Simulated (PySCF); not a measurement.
**[Gd(NH2)4]−: from a saddle point downhill**

PySCF 2.14.0, RKS PBE0, Gd lcecp-1-SVP with ECP53, N def2-SVP, H def2-SVP; non-relativistic Hamiltonian with scalar-relativistic core potentials where named; density fitting; no spin-orbit coupling. Relaxed within the symmetry of its start, the geometry (D2d) is

```xyz
13

Gd    0.0000    0.0000    0.0000
N     1.1539    1.3947    1.3947
H     1.5624    1.1530    2.2990
H     1.5624    2.2990    1.1530
N    -1.1539   -1.3947    1.3947
H    -1.5624   -1.1530    2.2990
H    -1.5624   -2.2990    1.1530
N     1.1539   -1.3947   -1.3947
H     1.5624   -2.2990   -1.1530
H     1.5624   -1.1530   -2.2990
N    -1.1539    1.3947   -1.3947
H    -1.5624    2.2990   -1.1530
H    -1.5624    1.1530   -2.2990
```

and its lowest harmonic modes are -138, 71, 71, 74, 92, 96 cm⁻¹ (negative: unstable). It was moved along the lowest mode and relaxed again, within the group S4 that the move left.

(1) Where does it end, and how much lower?

(2) How do the contacts change?

No frequency check is given for the end.

An lcecp potential fixes the number of 4f electrons, so in runs with it no electron can move into or out of that shell.

State: singlet in the valence, with the 4f electrons in the core potential.

## Answers

(1) In S4, 0.090 eV lower, after 29 steps:
```xyz
13

Gd    0.0000    0.0000    0.0000
N     1.3659    1.2366    1.3424
H     1.3231    1.4162    2.3457
H     2.2293    1.6806    1.0249
N    -1.3659   -1.3423    1.2366
H    -2.2287   -1.0240    1.6814
H    -1.3236   -2.3456    1.4163
N     1.3659   -1.2366   -1.3424
H     2.2293   -1.6806   -1.0249
H     1.3231   -1.4162   -2.3457
N    -1.3659    1.3423   -1.2366
H    -1.3236    2.3456   -1.4163
H    -2.2287    1.0240   -1.6814
```

(2) 
```json
{"contact": "Gd1–N2 (NH2)", "saddle (Å)": "2.285", "end (Å)": "2.280"}
{"contact": "Gd1–N5 (NH2)", "saddle (Å)": "2.285", "end (Å)": "2.280"}
{"contact": "Gd1–N8 (NH2)", "saddle (Å)": "2.285", "end (Å)": "2.280"}
{"contact": "Gd1–N11 (NH2)", "saddle (Å)": "2.285", "end (Å)": "2.280"}
```
